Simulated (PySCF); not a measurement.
# Frontier orbitals and the lowest excitations

Species: C2H7NOSi.
SMILES with atom numbers: `[CH3:1][C:2](=[O:3])[NH:4][SiH3:5]` (hydrogens: H6, H7, H8 on C1; H9 on N4; H10, H11, H12 on Si5)

Geometry (PBE0-D3(BJ)/def2-SVP, Å), atoms numbered from 1 in this order:
```
atom  x, y, z in Å
C1     2.0056    0.2606    0.2714
C2     0.5113    0.3602    0.4482
O3    -0.0167    1.0721    1.2825
N4    -0.2669   -0.3927   -0.3885
Si5   -2.0225   -0.2585   -0.1883
H6     2.2976    0.6283   -0.7246
H7     2.4979    0.8671    1.0397
H8     2.3412   -0.7844    0.3549
H9     0.1778   -0.9835   -1.0806
H10   -2.4551   -0.7186    1.1588
H11   -2.5714   -1.1793   -1.2293
H12   -2.4964    1.1272   -0.4521
```

Theory: TDDFT PBE0/def2-SVPD, vertical, gas phase, core orbitals frozen in the response in PySCF 2.14.0, density-fitted response routines.

Frontier orbitals with the atoms that hold most of them (Löwdin shares over 4%, at most four atoms; ? is withheld):

| orbital | ε (eV) | atoms |
| --- | --- | --- |
| HOMO-3 | -9.73 | Si5 31%, H10 19%, H12 17%, O3 17% |
| HOMO-2 | -9.67 | Si5 40%, H11 34%, H12 9%, H10 7% |
| HOMO-1 | -8.02 | ? |
| HOMO | -7.75 | ? |
| LUMO | ? | C2 33%, O3 26%, N4 12%, C1 8% |
| LUMO+1 | 0.16 | Si5 24%, H9 16%, C1 12%, N4 10% |
| LUMO+2 | 0.86 | Si5 52%, H12 13%, H10 13%, H11 11% |

(1) Give the leading atoms of the HOMO-1.

(2) Which atoms hold the HOMO, and with what shares?

(3) What is the LUMO energy, and the HOMO–LUMO gap?

Answers

(1) N4 (bonded to C, Si and H) 45%; O3 (bonded to C) 25%; Si5 (bonded to N and 3 H) 9%; C2 (bonded to C, N and O) 8%.

(2) O3 (bonded to C) 69%; C2 (bonded to C, N and O) 9%; C1 (bonded to C and 3 H) 9%; N4 (bonded to C, Si and H) 6%. By element: oxygen 69%, carbon 18%, nitrogen 6%.

(3) ε(LUMO) = 0.11 eV; the gap is 7.85 eV (0.2886 hartree).

Q: How does S1 compare with the orbital gap of 7.85 eV?

A: S1 is at 5.64 eV (f = 0.0004), 2.22 eV below the gap, made of HOMO→LUMO (97%). 

Q: Give energy, strength and leading configuration of S1, S2 and S3, and follow the Löwdin shares of the leading atoms from the occupied to the empty orbital.

A: 
- S1 (5.64 eV, f 0.0004), HOMO→LUMO (97%): O3 69% → 26%, C2 9% → 33%; low, almost dark, from the terminal oxygen into the C=O bond, the pattern of n→π*
- S2 (6.75 eV, f 0.0071), HOMO→LUMO+1 (81%): O3 69% → at most 10%, C2 9% → at most 10%, Si5 at most 7% → 24%, H9 at most 7% → 16%
- S3 (6.84 eV, f 0.0010), HOMO-1→LUMO+1 (97%): N4 45% → 10%, O3 25% → at most 10%, Si5 9% → 24%, H9 at most 9% → 16%

Löwdin shares depend on the basis, the more so with diffuse functions.

The run took 61 s on one thread, x86-64 server, shared host.

One conformer stands for the species.
